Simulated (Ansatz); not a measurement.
Coupled-cluster diagnostics for As₅⁺ (the lowest singlet isomer of a short search), Ansatz.

Geometry of the singlet (PBE-D4/def2-SVP):

```xyz
5

As   -0.405    1.730   -0.017
As    0.703    0.234   -1.616
As   -1.349   -0.659   -0.317
As    1.080   -1.400    0.175
As   -0.029    0.095    1.775
```

Correlated methods freeze 45 core orbitals; core or outer-core shells of As are correlated, in sets that lack core-valence functions. The structure comes from a short search, and lower isomers may exist.

Question: Estimate the CCSD(T) correlation energy, the shares of MP2 and (T), T1 and the reference's ⟨S²⟩ for: charge 1, singlet, own geometry in def2-SVP; and the rough time on 4 threads of Arm Neoverse V2 on a shared host.

Answer: 
| state | basis | correlation (eV) | MP2 share (%) | (T) share (%) | T1 | ⟨S²⟩ (pure) | wall time |
| --- | --- | --- | --- | --- | --- | --- | --- |
| charge 1, singlet, own geometry | def2-SVP | -31.737 | 98.3 | 4.5 | 0.012 | 0.00 (0.00) | 54 s |
Customary marks for T1 are 0.02 (closed shells), 0.045 (open shells) and about 0.05 (3d metals). T1 stays under 0.02 throughout.
